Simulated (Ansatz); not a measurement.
Ansatz (a first-principles code) input file for carbon diselenide (CSe2), SMILES [Se]=C=[Se], PBE/def2-SVPD. Coordinates come from a ωB97X-D3(BJ)/def2-TZVP optimisation.

Ansatz 0.2 input:
```yaml
crystal:
  periodic: [false, false, false]
  atoms:
    - {symbol: Se, position_ang: [0.00000000, 0.00000000, 1.68272634]}
    - {symbol: C, position_ang: [0.00000000, 0.00000000, 0.00000000]}
    - {symbol: Se, position_ang: [0.00000000, 0.00000000, -1.68272634]}
basis:
  gaussian:
    orbitals: def2-SVPD
hamiltonian:
  xc: {name: PBE}
```

Output:

```
WARN ansatz: RAYON_NUM_THREADS=1 ignored (pool sized by the plan → 1); use --threads N
Functional definition: PBE
integrals: 0.05 GiB planned
1071 factors; their error is unknown
mean field: 0.27 GiB planned
mean field evaluation 1: about -131692.4745 eV, gradient 5.1e1 eV
mean field evaluation 2: about -131656.4548 eV, gradient 1.1e2 eV
mean field evaluation 4: about -131698.5112 eV, gradient 3.4e0 eV
mean field evaluation 8: about -131698.5220 eV, gradient 4.6e-2 eV
mean field -131698.52199404 eV, -4839.8314148164 hartree, gradient 5.8e-5 eV, S^2 0.000000; 0 other end points of the search recorded, 0 dependent functions left out
reference -131698.52205438 eV, -4839.8314170341 hartree; 37, 37 occupied and 65, 65 virtual orbitals, 1071 factors
Total energy: -131698.52205438 eV, -4839.8314170341 hartree
```

The calculation finished and met its thresholds.
